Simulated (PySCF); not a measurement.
**PI: from constants to spectrum**

UHF-CCSD(T) constants of PI, ³Σ⁻ (triplet), unpaired electrons π ↑↑ (P x2c-SVPall, I x2c-SVPall; spin-free X2C with a Gaussian nucleus (PySCF 2.14); masses 30.9738 and 126.9045 u):

| Property | Result |
| --- | --- |
| ωe | 341.8 cm⁻¹ |
| ωexe | 1.33 cm⁻¹ |
| Be | 0.11362 cm⁻¹ |
| αe | 0.000589 cm⁻¹ |
| D (centrifugal) | 5.02e-08 cm⁻¹ |
| De to P + I | 1.79 eV |

Task: Give the vibrational terms G(v) and spacings up to v = 6.

Result: G(v) = ωe(v+½) − ωexe(v+½)².

```json
{"v": "0", "G(v) (cm⁻¹)": "170.6", "G(v) − G(v−1)": "", "Bv (cm⁻¹)": "0.1133"}
{"v": "1", "G(v) (cm⁻¹)": "509.7", "G(v) − G(v−1)": "339.1", "Bv (cm⁻¹)": "0.1127"}
{"v": "2", "G(v) (cm⁻¹)": "846.2", "G(v) − G(v−1)": "336.5", "Bv (cm⁻¹)": "0.1121"}
{"v": "3", "G(v) (cm⁻¹)": "1180.0", "G(v) − G(v−1)": "333.8", "Bv (cm⁻¹)": "0.1116"}
{"v": "4", "G(v) (cm⁻¹)": "1511.2", "G(v) − G(v−1)": "331.2", "Bv (cm⁻¹)": "0.1110"}
{"v": "5", "G(v) (cm⁻¹)": "1839.7", "G(v) − G(v−1)": "328.5", "Bv (cm⁻¹)": "0.1104"}
{"v": "6", "G(v) (cm⁻¹)": "2165.5", "G(v) − G(v−1)": "325.8", "Bv (cm⁻¹)": "0.1098"}
```

Task: How well does the Morse estimate ωe²/(4ωexe) reproduce De, and what is D0?

Result: It gives 2.72 eV, 152 % of the computed De. D0 = De − G(0) = 1.79 − 0.02 = 1.77 eV.

Correlated steps freeze 23 core orbitals. Correlated levels converge slowly with the basis: in double zeta they bind strong bonds too weakly, by up to about 1 eV, and carry superposition errors of some tenths. Spin–orbit coupling is left out, which matters for elements this heavy, above all for dissociation energies. The state is the lowest determinant that a PBE0 search found; another state may lie lower at other levels.
